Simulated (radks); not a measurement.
The numbers below are computed, except where a source is named.
Ionisation of neutral technetium, [Kr] 4d5 5s2, to [Kr] 4d5 5s1 as the strength of local exchange is varied. Code: a radial shooting solver on a logarithmic mesh with Libxc functionals. Model: non-relativistic Kohn-Sham, Slater X-alpha exchange (alpha = 2/3 is LDA exchange), no correlation, spin-polarised, spherical densities, point nucleus; open shells are filled with parallel spins first (spin-orbit coupling, left out, can overturn this in heavy ions); relativity is left out, which matters for an element this heavy.

alpha  E(Tc) (hartree)  exchange (hartree)  IE (eV)  -e of the level emptied (eV)  <r> of it (bohr)
0.629      -4191.72317          -110.94914    5.374                    3.039 (5s)             3.846
0.667      -4198.43127          -117.83769    5.512                    3.196 (5s)             3.815
0.724      -4208.51325          -128.20983    5.727                    3.440 (5s)             3.769
0.737      -4210.81598          -130.58200    5.777                    3.497 (5s)             3.758
0.817      -4225.01380          -145.23386    6.094                    3.859 (5s)             3.693
0.84       -4229.10432          -149.46340    6.188                    3.966 (5s)             3.674
0.945      -4247.82742          -168.86914    6.631                    4.475 (5s)             3.591
x          -4248.00612          -169.05472    6.635                    4.480 (5s)             3.590

Which alpha was used in the last row?

Answer. alpha = 0.946. NIST Atomic Spectra Database: 7.119 eV (measured). The central value is not met in this range of alpha. Relativity is left out here, which matters for elements this heavy. Open shells are spherical and high-spin; term and fine-structure splittings are not resolved.
